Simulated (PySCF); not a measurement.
## Excitation energy of Ne²⁺ by level of theory

Ne²⁺ [He] 2s2 2p4 (3P) → Ne²⁺ [He] 2s1 2p4 3d1 (high-spin determinant), as a difference of total energies. Calculation: PySCF 2.14, in aug-cc-pVDZ (4s3p2d, 23 functions); the non-relativistic Hamiltonian (point nucleus). Correlated levels: valence: 1s2 frozen. The calculations carry no spin-orbit coupling.

| method | excitation energy (eV) |
| --- | --- |
| UHF | 83.068 |
| LDA | 82.284 |
| PBE | 82.099 |
| PBE0 | 82.675 |
| r2SCAN | 82.402 |
| revPBE | 81.960 |
| BP86 | 82.050 |
| B2PLYP | 83.471 |
| TPSS | 82.674 |
| MP2 (valence) | 83.824 |
| SCS-MP2 (valence) | 83.903 |

Q: How much does correlation contribute at MP2 (valence)?

A: 83.824 − (83.068) = 0.756 eV, measured against UHF.

The upper state lies above the first ionisation limit, where it may autoionise and the basis confines it. A Rydberg-like electron needs more diffuse functions than a valence basis has.

The promoted electron is Rydberg-like, and one or two diffuse shells describe it only roughly, which tends to raise the upper state.

In the upper state the promoted electron has a positive orbital energy at LDA, PBE, PBE0, r2SCAN, revPBE, BP86, B2PLYP, TPSS, so the basis confines it.

The determinant of the upper state mixes LS terms, which raises its energy above the lowest term, most at the Hartree-Fock and MP2 levels.
